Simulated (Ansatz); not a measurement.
Total energies of CH₃ClIIn, SMILES `[CH3][In]([Cl])[I]`.

Cartesian coordinates in Å:
```
C 0.294 -0.117 -1.113
In -0.286 0.076 0.928
Cl -2.301 -0.802 1.703
I 1.103 1.280 2.838
H 0.435 0.878 -1.536
H 1.237 -0.662 -1.162
H -0.481 -0.653 -1.658
```

Total charge 0; spin multiplicity 1. Correlated methods include outer-core shells of I, In, which these sets cover unevenly. In, I: def2 effective core potential. The geometry is a stationary point of PBE0-D4/def2-TZVP. Basis def2-TZVPP, the Gaussian-basis code of Ansatz.

RPA on PBE orbitals: Hartree–Fock energy of these orbitals -985.08276 Eh, correlation -1.61068 Eh (frozen core).

```csv
functional,energy without D4 (Eh),D4 term (kJ/mol)
r2SCANh,-988.20559,-4.5
BHLYP,-987.94625,-28.2
```

(1) Give the same for LDA (SPW92), PBE, revPBE, BLYP, r2SCAN, B97M-V, PBE0, B3LYP, r2SCAN0, HSE06 (plane-wave form), CAM-B3LYP, LC-ωPBE, ωB97X-V, ωB97M-V, B2PLYP, PBE-QIDH. (Best estimate.)

B3LYP takes the VWN-RPA correlation (the form of Gaussian; ORCA's B3LYP/G). HSE06 is the plane-wave form, built on full-range PBE exchange. The double hybrids freeze the cores in their second-order part.

Results:

(1) The calculation gave: 
```json
{"functional": "LDA (SPW92)", "energy without D4 (Eh)": "-985.49390", "D4 term (kJ/mol)": "–"}
{"functional": "PBE", "energy without D4 (Eh)": "-987.84022", "D4 term (kJ/mol)": "-17.0"}
{"functional": "revPBE", "energy without D4 (Eh)": "-988.09081", "D4 term (kJ/mol)": "-36.7"}
{"functional": "BLYP", "energy without D4 (Eh)": "-987.96889", "D4 term (kJ/mol)": "-34.4"}
{"functional": "r2SCAN", "energy without D4 (Eh)": "-988.23193", "D4 term (kJ/mol)": "-4.0"}
{"functional": "B97M-V", "energy without D4 (Eh)": "-987.96609", "D4 term (kJ/mol)": "–"}
{"functional": "PBE0", "energy without D4 (Eh)": "-987.91170", "D4 term (kJ/mol)": "-14.9"}
{"functional": "B3LYP", "energy without D4 (Eh)": "-988.27805", "D4 term (kJ/mol)": "-27.7"}
{"functional": "r2SCAN0", "energy without D4 (Eh)": "-988.16736", "D4 term (kJ/mol)": "-5.1"}
{"functional": "HSE06 (plane-wave form)", "energy without D4 (Eh)": "-987.89874", "D4 term (kJ/mol)": "-14.4"}
{"functional": "CAM-B3LYP", "energy without D4 (Eh)": "-988.06825", "D4 term (kJ/mol)": "-15.9"}
{"functional": "LC-ωPBE", "energy without D4 (Eh)": "-988.01281", "D4 term (kJ/mol)": "–"}
{"functional": "ωB97X-V", "energy without D4 (Eh)": "-987.98587", "D4 term (kJ/mol)": "–"}
{"functional": "ωB97M-V", "energy without D4 (Eh)": "-987.98156", "D4 term (kJ/mol)": "–"}
{"functional": "B2PLYP", "energy without D4 (Eh)": "-987.54965", "D4 term (kJ/mol)": "–"}
{"functional": "PBE-QIDH", "energy without D4 (Eh)": "-987.46831", "D4 term (kJ/mol)": "–"}
```

LC-ωPBE has ω = 0.4 bohr⁻¹.
